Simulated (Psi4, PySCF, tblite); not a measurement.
Intermolecular potential of CH2O2 ··· H4Si (SMILES O=CO and [SiH4]). Monomers: optimised at B3LYP-D3(BJ) (def2-TZVP), held rigid. Orientation: lowest of the rigid-body minima from ten starts at GFN2-xTB. R is the distance of the centres of mass, along which the second monomer moves.

Levels: RMP2/3-21G = restricted MP2 (frozen core)/3-21G, no counterpoise correction (PySCF 2.14.0); GFN2-xTB (tblite); RHF/LANL2DZ = restricted Hartree-Fock/LANL2DZ, with its core potentials past Ne, no counterpoise correction (PySCF); wB97X-D/def2-TZVP, counterpoise-corrected (Psi4).

Interaction energies in kJ/mol; the last columns give the difference from wB97X-D:

```tsv
R / Å	RMP2/3-21G	GFN2-xTB	RHF/LANL2DZ	wB97X-D/def2-TZVP	RMP2/3-21G − wB97X-D/def2-TZVP	GFN2-xTB − wB97X-D/def2-TZVP	RHF/LANL2DZ − wB97X-D/def2-TZVP
2.80	36.98	16.81	74.14	32.75	4.23	-15.94	41.39
3.02	0.06	-3.92	33.86	7.67	-7.61	-11.59	26.19
3.24	-17.12	-10.75	13.47	-3.37	-13.75	-7.38	16.84
3.41	-22.40	-11.62	5.27	-6.78	-15.62	-4.85	12.05
3.64	-23.26	-10.37	-0.12	-7.82	-15.45	-2.56	7.69
3.84	-20.82	-8.58	-1.97	-7.16	-13.67	-1.43	5.18
4.14	-15.05	-6.10	-2.58	-5.41	-9.64	-0.68	2.83
4.41	-9.90	-4.44	-2.30	-3.99	-5.91	-0.44	1.70
4.91	-3.59	-2.53	-1.40	-2.24	-1.35	-0.28	0.84
5.63	-0.71	-1.20	-0.53	-0.95	0.24	-0.25	0.42
6.62	-0.17	-0.49	-0.16	-0.32	0.15	-0.17	0.16
7.87	-0.06	-0.20	-0.06	-0.11	0.05	-0.09	0.05
```

RMP2/3-21G is furthest from wB97X-D/def2-TZVP at 3.41 (-15.62 kJ/mol, below); its mean absolute difference over the points is 7.30 kJ/mol.

GFN2-xTB is furthest from wB97X-D/def2-TZVP at 2.80 (-15.94 kJ/mol, below); its mean absolute difference over the points is 3.80 kJ/mol.

RHF/LANL2DZ is furthest from wB97X-D/def2-TZVP at 2.80 (41.39 kJ/mol, above); its mean absolute difference over the points is 9.61 kJ/mol.
